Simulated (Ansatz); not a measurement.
C2HCl3Sn, SMILES `C#[C][Sn]([Cl])([Cl])[Cl]`, relaxed with RKS PBE0-D4/def2-TZVP in Ansatz 0.2.0 from a PBE-D4/def2-SVP geometry. The force threshold is 0.005 eV/Å; the program also tests the step.

Total charge 0; spin multiplicity 1. Sn: def2 effective core potential.

Start:

```xyz
7

C     2.103   -0.806    0.186
C     0.963   -0.361    0.090
Sn   -0.969    0.370   -0.085
Cl   -2.490   -1.388   -0.391
Cl   -1.137    1.819   -1.921
Cl   -1.583    1.550    1.845
H     3.114   -1.185    0.276
```

```tsv
step	energy (eV)	largest force (eV/Å)	largest move (Å)
1	-45478.7585	1.269	0.000
2	-45478.8507	0.253	0.076
3	-45478.8603	0.038	0.019
4	-45478.8603	0.020	0.001
5	-45478.8604	0.001	0.004
```

End:

```xyz
7

C     2.074   -0.789    0.186
C     0.953   -0.362    0.086
Sn   -0.955    0.364   -0.085
Cl   -2.452   -1.348   -0.384
Cl   -1.128    1.783   -1.878
Cl   -1.559    1.519    1.801
H     3.067   -1.168    0.274
```

Hardware: 4 threads of a server CPU on a shared host. Wall time 33 s, peak host memory 0.89 GiB.
